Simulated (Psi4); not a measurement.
Pair of molecules, SMILES C with SMILES [H][H] (the first has 5 atoms); geometry from B3LYP-D3(BJ)/def2-TZVP, rigid monomers moved along the line of their centres of mass till C1···H7 is 4.34 Å.
(charge 0, multiplicity 1):
```xyz
7

C     -0.01988     0.01484    -0.13400
H     -0.04397     0.02986    -1.22287
H     -1.03699    -0.05171     0.25019
H      0.55370    -0.84723     0.20406
H      0.44769     0.92846     0.23092
H      0.08253    -0.06099     4.94693
H      0.06654    -0.05027     4.20319
```

Level of theory: Psi4 with SAPT0/jun-cc-pV(D+d)Z.

Q: Give the four SAPT terms and the total, and say what mostly holds the pair together.

A: electrostatics -0.01, exchange 0.00, induction 0.00, dispersion -0.04, total -0.04 kcal/mol; the largest attraction is dispersion.
